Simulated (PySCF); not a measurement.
# How methods differ on the excitation energy of Mg

Mg [Ne] 3s2 (1S) → Mg [Ne] 3s1 3d1 (3D), as a difference of total energies. Computed with PySCF 2.14 in x2c-TZVPPall with one added diffuse shell each of s, p, d type (6s5p4d, 41 functions), with the spin-free X2C one-electron Hamiltonian (Gaussian nucleus). Correlated levels: valence: [Ne] frozen. The calculations carry no spin-orbit coupling.

| method | excitation energy (eV) |
| --- | --- |
| UHF | 5.062 |
| MP2 (valence) | 5.635 |
| SCS-MP2 (valence) | 5.768 |
| CCSD (valence) | 5.908 |

Errors of the correlated levels include the incompleteness of this basis and the frozen core.

With two correlated electrons CCSD is exact in that space.

**Question.** Which method comes closest to the reference value, and which is furthest?

**Answer.** The reference is 5.946 eV (measured; NIST levels, between the centres of gravity of the two terms). Closest: CCSD (valence) (error -0.038 eV); furthest: UHF (error -0.884 eV).
